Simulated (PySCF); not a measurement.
Compound: C5H4F2.
SMILES: `FC1=C(F)CC=C1`

Computed, not measured: PBE0-D3(BJ)/def2-SVP geometry optimisation, gas phase in PySCF 2.14.0.

Take the most abundant isotopes and a rigid rotor. 

Question: Give the principal moments of inertia and the rotational constants in cm⁻¹.

Answer: Ia = 139.81, Ib = 159.40, Ic = 296.05 u·Å²; 505379 MHz·u·Å²/I gives 3615, 3170 and 1707 MHz, that is A = 0.12057, B = 0.10576, C = 0.05694 cm⁻¹.

Question: Classify the top.

Answer: An asymmetric top: κ = (2 × 3170 − 3615 − 1707)/(3615 − 1707) = 0.53.

Question: Is it planar, by Δ = Ic − Ia − Ib?

Answer: Not planar: Δ = Ic − Ia − Ib = -3.16 u·Å². For a rigid frame Δ = −2 Σ m c², so Σ m c² = 1.58 u·Å² lies off the ab plane, practically all of it from hydrogen. The atom farthest from that plane is 0.89 Å away.

Question: Give the coordinates in the principal-axis frame, origin at the centre of mass.

Answer: The sense of each axis is arbitrary; atoms in the order of the calculation.
```csv
atom,mass (u),a (Å),b (Å),c (Å)
F1,18.998,1.300,-1.505,0.001
C2,12.000,0.264,-0.683,-0.001
C3,12.000,0.290,0.664,-0.002
F4,18.998,1.350,1.456,0.000
C5,12.000,-1.104,1.185,0.001
C6,12.000,-1.934,-0.064,0.002
C7,12.000,-1.121,-1.140,-0.001
H8,1.008,-1.307,1.813,-0.885
H9,1.008,-1.302,1.817,0.886
H10,1.008,-3.023,-0.069,-0.003
H11,1.008,-1.408,-2.192,-0.006
```

Question: Where do the levels up to J = 2 lie, in MHz?

Answer: Above 0(0,0):
J = 1: 1(0,1) 4878, 1(1,1) 5322, 1(1,0) 6785
J = 2: 2(0,2) 13527, 2(1,2) 13613, 2(1,1) 18004, 2(2,1) 19336, 2(2,0) 20442
Those of J = 1 are B + C, A + C and A + B.

Question: Which lines would a microwave search look for?

Answer: The dipole components are |μa| = 2.35 D, |μb| = 0.57 D, |μc| = 0.00 D; the mirror of this Cs structure is the ab plane, so μc vanishes by symmetry (the 0.01 D computed is a residue) and there are no c-type lines. Intensities carry the squares of the components, which stand as 1.00 : 0.06 (a : b). Some lines, for components of 0.1 D or more:

```json
{"type": "b", "branch": "Q", "J(Ka,Kc)": "3(3,0) ← 3(2,1)", "MHz": "3371", "lower level (cm⁻¹)": "1.259"}
{"type": "b", "branch": "Q", "J(Ka,Kc)": "3(2,1) ← 3(1,2)", "MHz": "4198", "lower level (cm⁻¹)": "1.119"}
{"type": "b", "branch": "Q", "J(Ka,Kc)": "4(4,0) ← 4(3,1)", "MHz": "4771", "lower level (cm⁻¹)": "2.142"}
{"type": "b", "branch": "Q", "J(Ka,Kc)": "2(2,1) ← 2(1,2)", "MHz": "5723", "lower level (cm⁻¹)": "0.454"}
{"type": "b", "branch": "Q", "J(Ka,Kc)": "4(4,1) ← 4(3,2)", "MHz": "7405", "lower level (cm⁻¹)": "2.041"}
{"type": "a", "branch": "R", "J(Ka,Kc)": "2(1,2) ← 1(1,1)", "MHz": "8292", "lower level (cm⁻¹)": "0.178"}
{"type": "a", "branch": "Q", "J(Ka,Kc)": "4(1,3) ← 4(1,4)", "MHz": "11597", "lower level (cm⁻¹)": "1.361"}
{"type": "b", "branch": "Q", "J(Ka,Kc)": "4(2,3) ← 4(1,4)", "MHz": "11671", "lower level (cm⁻¹)": "1.361"}
{"type": "b", "branch": "R", "J(Ka,Kc)": "3(1,3) ← 2(0,2)", "MHz": "11965", "lower level (cm⁻¹)": "0.451"}
{"type": "b", "branch": "R", "J(Ka,Kc)": "5(1,5) ← 4(0,4)", "MHz": "18743", "lower level (cm⁻¹)": "1.361"}
{"type": "b", "branch": "R", "J(Ka,Kc)": "4(2,3) ← 3(1,2)", "MHz": "18931", "lower level (cm⁻¹)": "1.119"}
{"type": "b", "branch": "R", "J(Ka,Kc)": "3(2,1) ← 2(1,2)", "MHz": "24140", "lower level (cm⁻¹)": "0.454"}
{"type": "b", "branch": "R", "J(Ka,Kc)": "5(3,3) ← 4(2,2)", "MHz": "26166", "lower level (cm⁻¹)": "2.003"}
```

PBE0-D3(BJ)/def2-SVP frequencies: not computed here. These are rigid-rotor constants of the computed structure; measured ground-state constants (B0) also hold zero-point vibration.

Hardware: an Arm Neoverse V1 with one thread, no GPU, shared host. Cost: 43 s, 0.52 GiB resident at most. These figures are those of the optimisation.
